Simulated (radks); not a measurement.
Pm2+, 59 electrons, occupied as [Xe] 4f4.5 6s0.5 (fractional occupations, a model configuration). All-electron calculation, scalar-relativistic Kohn-Sham, r2SCAN, spin-unpolarised, spherical densities, finite nucleus; meta-GGA in the generalised Kohn-Sham scheme; Fermi nuclear charge, rms radius 4.962 fm. Program: a radial shooting solver on a logarithmic mesh with Libxc functionals.

Normalised radial functions P(r) = r R(r), r in bohr:

```
   r/bohr * 4p, o 5s, + 4f (the largest magnitude, 1.42, reaches the edge; | marks zero, & curves that meet)
  0.00372                             & o
 0.005041                             +*o
 0.006832                             +* o
  0.00926                             + *o
  0.01255                             +  &
  0.01701                             + o *
  0.02305                             +o    *
  0.03099                            o+        *
    0.042                          o  +          *
  0.05692                         o   +          *
  0.07714                         o   |+     *
   0.1046                            &|+
   0.1417                  *          |  +o
    0.192             *               |    + o
   0.2603                    *        |  o     +
   0.3499                        o    |       *     +
   0.4742                   o         |                 +      *
   0.6427                         o   |                  +       *
    0.871                             |         o      &
     1.18                             |     *       +   o
      1.6                             |*       +      o
    2.168                             *    +   o
    2.939                             *  &
    3.951                             &+
    5.354                             &
    7.257                             &
    9.835                             &
```

4p: eigenvalue -259.32 eV, 2 radial nodes at r = 0.101, 0.308 bohr, <r> = 0.627 bohr, 90 % of the charge inside 0.911 bohr. 5s: eigenvalue -59.238 eV, 4 radial nodes at r = 0.0284, 0.112, 0.294, 0.701 bohr, <r> = 1.43 bohr, 90 % of the charge inside 2.06 bohr. 4f: eigenvalue -18.691 eV, 0 radial nodes, <r> = 0.984 bohr, 90 % of the charge inside 1.71 bohr.
